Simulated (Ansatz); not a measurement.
Relaxation of C3H6BCl (11 atoms, charge 0, multiplicity 1), to a largest force component of 0.02 eV/Å in at most 50 steps.

These are results of RKS B3LYP/cc-pVDZ (Ansatz), not measurements.

```xyz
11
Properties=species:S:1:pos:R:3
B -1.607 0.213 0.190
C -0.249 0.011 0.876
C 0.847 0.250 -0.107
C 1.265 -0.646 -1.032
Cl 1.823 1.725 0.000
H -2.374 1.124 0.572
H -1.960 -0.408 -0.734
H -0.116 0.735 1.724
H -1.042 -0.634 0.766
H 0.633 -1.582 -1.091
H 1.999 -0.477 -1.697
```

Question: Where does it end, and by what steps?

Answer: It converged. After 25 steps the energy has fallen by 3.277 eV; H7 moved furthest, 1.61 Å. Parted: B1–H9.

| step | energy less start (eV) | largest force component (eV/Å) | accepted |
| --- | --- | --- | --- |
| 0 | 0.0000 | 7.164 | yes |
| 1 | -1.8502 | 3.684 | yes |
| 2 | -2.6809 | 1.217 | yes |
| 3 | -2.9461 | 1.133 | yes |
| 4 | -3.0948 | 0.941 | yes |
| 5 | -3.1970 | 0.506 | yes |
| 6 | -3.2187 | 0.434 | yes |
| 7 | -3.2395 | 0.139 | yes |
| 8 | -3.2460 | 0.080 | yes |
| 9 | -3.2572 | 0.287 | yes |
| 10 | -3.2635 | 0.273 | yes |
| 11 | -3.2687 | 0.159 | yes |
| 12 | -3.2688 | 0.276 | yes |
| 13 | -3.2725 | 0.145 | yes |
| 14 | -3.2690 | 0.259 | no |
| 15 | -3.2740 | 0.035 | yes |
| 16 | -3.2745 | 0.024 | yes |
| 17 | -3.2750 | 0.068 | yes |
| 18 | -3.2755 | 0.066 | yes |
| 19 | -3.2762 | 0.063 | yes |
| 20 | -3.2766 | 0.056 | yes |
| 21 | -3.2767 | 0.050 | yes |
| 22 | -3.2768 | 0.045 | yes |
| 23 | -3.2768 | 0.043 | yes |
| 24 | -3.2768 | 0.045 | no |
| 25 | -3.2769 | 0.014 | yes |

```xyz
11
Properties=species:S:1:pos:R:3
B -1.779 0.620 0.180
C -0.403 0.037 0.659
C 0.766 0.131 -0.277
C 1.403 -0.877 -0.874
Cl 1.283 1.800 -0.594
H -2.736 0.478 0.902
H -1.909 1.196 -0.869
H -0.171 0.560 1.612
H -0.557 -1.017 0.963
H 1.088 -1.904 -0.674
H 2.233 -0.713 -1.561
```

The run took 62 s on 2 threads of Arm Neoverse V2, on a shared host, peak memory 0.22 GiB.
